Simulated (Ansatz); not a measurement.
The cluster LiPt₃. Charge 0, multiplicity 2. Geometry PBE-D4/def2-TZVP, basis def2-TZVP, Ansatz.

```xyz
4

Li   -0.473    1.373    0.422
Pt   -0.899   -0.510   -1.157
Pt   -0.101   -0.962    1.212
Pt    1.472    0.099   -0.477
```

```
run  HOMO (eV)  LUMO (eV)
  A      -4.33      -3.39
  B      -6.33      -1.72
  C      -5.02      -2.94
  D      -4.81      -3.00
  E      -5.20      -2.63
  F      -4.47      -4.05
```

In the def2 sets Pt takes a core potential; there is no spin–orbit coupling. B3LYP takes the VWN-RPA correlation. HSE06 is defined as in plane-wave codes, on full-range PBE exchange. The structure comes from a short search, and lower isomers may exist.

HOMO and LUMO are taken over both spins.

Q: The runs used B3LYP, CAM-B3LYP, HSE06, LDA (SPW92), PBE0, r2SCAN. Estimate which is which.

A: A r2SCAN (0 % exact exchange); B CAM-B3LYP (range-separated); C B3LYP (20 % exact exchange); D HSE06 (range-separated); E PBE0 (25 % exact exchange); F LDA (SPW92) (0 % exact exchange). Exact exchange lowers occupied and raises empty levels; among semilocal functionals meta-GGAs tend to open the gap a little, and such runs are hard to tell apart. The gap grows from 0.41 eV (LDA (SPW92)) to 4.61 eV (CAM-B3LYP).
